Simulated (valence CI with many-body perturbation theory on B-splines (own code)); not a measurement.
**Zr8+: key properties**

Level of theory: valence CI with perturbative core correlation (CI+MBPT): four valence electrons over a frozen Dirac-Fock core [Ar] 3d10, radial functions for each j: 11 s, 11 p, 9 d, 7 f, 5 g, 2 h, 1 i, with the one-electron correlation potential Σ1 (screened to all orders), the two-electron term Σ2, the three-electron term Σ3, Breit, model QED; selected single and double excitations, second order for the rest, scaled by the run's own slope (own B-spline code, finite nucleus).

No measured spectrum was set against this ion. As an estimate, levels hold to about 250 cm⁻¹ or 0.2 % of their energy and the worst to 1 %, as in measured heavy ions of charge 2 to 7; those with d or f electrons hold less well. Among the levels kept, up to 350 cm⁻¹ of a level comes from second order outside the variational space, and about a tenth of that is noise between levels of different J, which matters for small intervals.

Rates and lifetimes use the calculated energies. Strong lines usually hold to 10 to 20 %, long lifetimes can be off by a factor of two.

Question: What is the ground level?

Answer: 4s²4p² ³P_0, composition 90 % 4s²4p² ³P + 7 % 4s²4p² ¹S.

Question: Where does the other parity begin?

Answer: At 4s4p³ ⁵S°_2, 163460 cm⁻¹.

Question: What are the static dipole polarisabilities of the lowest levels?

Answer: 4s²4p² ³P_0 1.50; 4s²4p² ³P_1 1.53 (tensor 0.044); 4s²4p² ³P_2 1.53 (tensor -0.029); 4s²4p² ¹D_2 1.54 (tensor 0.12) bohr³, of which the core gives 0.0832.

Question: How is the term ³P of the ground level split?

Answer: J = 0 at 0, J = 1 at 11350, J = 2 at 18978 cm⁻¹.

Question: Name the longest-lived excited levels whose lifetime is computed, and their main decay.

Answer: 4s²4p² ³P_2 at 18978 cm⁻¹ lives 215 ms, mostly by M1 to 4s²4p² ³P_1; 4s²4p² ³P_1 at 11350 cm⁻¹ lives 41.0 ms, mostly by M1 to 4s²4p² ³P_0; 4s²4p² ¹D_2 at 39808 cm⁻¹ lives 7.13 ms, mostly by M1 to 4s²4p² ³P_1.
